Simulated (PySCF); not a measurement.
**Structure from NMR data**

The spectra below were simulated for a compound C7H7F.

¹H NMR (500 MHz, computed): δ 6.13 (dd, J = 3.7, 1.1 Hz, 1H), 5.92 (d of d of quint, J = 4.3, 2.0, 1.1 Hz, 1H), 5.33 (ddd, J = 43.4, 4.0, 1.2 Hz, 1H), 5.15 (m, 1H), 2.21 (d, J = 1.1 Hz, 3H).

¹³C{¹H} NMR (computed): δ 173.2 (C, d, J = 320.2 Hz), 130.3 (C, d, J = 30.1 Hz), 130.2 (CH2), 101.1 (CH2, d, J = 22.5 Hz), 98.2 (C), 82.8 (C, d, J = 8.1 Hz), 5.5 (CH3).

One computed conformer, equivalent nuclei averaged, isolated molecule, relativity neglected. Structure optimised with GFN2-xTB; J: B3LYP/pcJ-1 (spin–dipole term only in couplings to heteroatoms); σ from GIAO-PBE0/pcSseg-1; PySCF.

Chemical shifts δ = σref − σ; ¹H (σref 31.72) and ¹³C (σref 186.93) vs TMS, all at this level.

Question: Propose a structure and justify it.

Answer: 
- Rings plus π bonds: 4 (no ring in the answer).
- 7 carbon signals for 7 carbons: no two carbons are equivalent.
- Carbon types of the structure: 4 × C, 2 × CH2, 1 × CH3, which accounts for all hydrogens.
- δC 173.2, 130.3: fully substituted alkene carbon.
- δC 130.2, 101.1: terminal =CH2 carbon; an sp2 carbon of a C=C bond.
- δC 98.2, 82.8: alkyne carbon; sp carbons lie upfield of alkene carbons because the cylindrical π system leaves one tensor component strongly shielded.
- δC 5.5: propargylic methyl carbon; a saturated carbon with 1 carbon neighbour and no heteroatom attached.
- δH 6.13, 5.92, 5.33, 5.15: hydrogen on a terminal =CH2 carbon; a vinylic proton, deshielded by the sp2 carbon and the C=C anisotropy.
- δH 2.21: hydrogen on a propargylic methyl carbon.

The compound is `C=C(F)C(=C)C#CC`.

This is the structure that produced the data.

C–F couplings over four or more bonds (about 3 Hz to the para carbon of a fluoroarene) are left out. Common functionals overestimate the size of one-bond C–F couplings by tens of Hz; these are unscaled. Multiplet labels drop couplings under 1 Hz and merge nearly equal ones. Shifts are as computed. Against solution values, carbons near 30 ppm lie about +3 ppm off and those near 130 ppm about +5 ppm. Of 1309 compounds with measured shifts, 239 miss one by over three times the rms of a fit or turn the order of signals round; such compounds aren't used in these exercises.
